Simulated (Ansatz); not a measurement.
`C=C[CH2][AlH][F]` and `C[SiH2][CH2][AlH][F]` differ in one atom or group.

Ansatz, PBE0-D4/def2-TZVP geometries, multiplicity 1. Each molecule was computed in one conformer, which needn't be the lowest.

```tsv
property	`C=C[CH2][AlH][F]`
HOMO–LUMO gap (ωB97M-V/def2-TZVPP) / eV	10.39
size of the dipole moment (B3LYP/def2-TZVPP) / D	2.25
LUMO energy (PBE/def2-TZVPP) / eV	-1.75
HOMO–LUMO gap (PBE/def2-TZVPP) / eV	4.30
HOMO energy (PBE/def2-TZVPP) / eV	-6.05
HOMO energy (ωB97M-V/def2-TZVPP) / eV	-9.20
```

(1) What does the change do to each property? (Best estimate.)

Answers

(1) Computed: 
```csv
property,`C[SiH2][CH2][AlH][F]`,shift
HOMO–LUMO gap (ωB97M-V/def2-TZVPP) / eV,10.89,0.50
size of the dipole moment (B3LYP/def2-TZVPP) / D,2.05,-0.20
LUMO energy (PBE/def2-TZVPP) / eV,-1.75,0.00
HOMO–LUMO gap (PBE/def2-TZVPP) / eV,5.11,0.81
HOMO energy (PBE/def2-TZVPP) / eV,-6.87,-0.82
HOMO energy (ωB97M-V/def2-TZVPP) / eV,-10.30,-1.10
```

With PBE0 the HOMO falls by 1.03 eV and the LUMO falls by 0.17 eV, so the gap widens by about 0.86 eV. PBE moves the HOMO by -0.82 eV and ωB97M-V by -1.10 eV. The zero-point energy changes by 26.5 kJ/mol with +6 modes. Dipoles are sizes alone; their direction can turn.

Positive LUMOs are unbound, so they and the gaps depend on the basis.

B3LYP here is the variant with VWN-RPA as its local correlation; programs differ in this.
